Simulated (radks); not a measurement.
The numbers below are computed, except where a source is named.
Species: Dy LXIII. Configuration: [He] 2s2. Level of theory: scalar-relativistic Kohn-Sham, exchange-only LDA, spin-polarised, spherical densities, point nucleus (a radial shooting solver on a logarithmic mesh with Libxc functionals).

Radial electron density D(r) = 4 pi r^2 rho(r):

```
   r/bohr * D(r) (the largest magnitude, 81.1, reaches the edge; | marks zero)
0.0008358 | *
 0.001005 |  *
 0.001217 |   *
 0.001475 |     *
 0.001773 |       *
 0.002148 |         *
 0.002603 |             *
 0.003129 |                *
 0.003791 |                     *
 0.004557 |                           *
 0.005521 |                                 *
  0.00669 |                                        *
 0.008042 |                                              *
 0.009744 |                                                   *
  0.01171 |                                                      *
  0.01419 |                                                      *
   0.0172 |                                                  *
  0.02067 |                                          *
  0.02504 |                                *
  0.03035 |                       *
  0.03648 |                *
   0.0442 |             *
  0.05312 |              *
  0.06437 |                 *
  0.07799 |                 *
  0.09375 |              *
   0.1136 |        *
   0.1376 |   *
   0.1654 |*
   0.2005 *
    0.241 *
    0.292 *
```

D(r) has 2 maxima, at r = 0.0128, 0.0714 bohr, and minima at 0.0453 bohr, inside which lie 2.08 electrons.
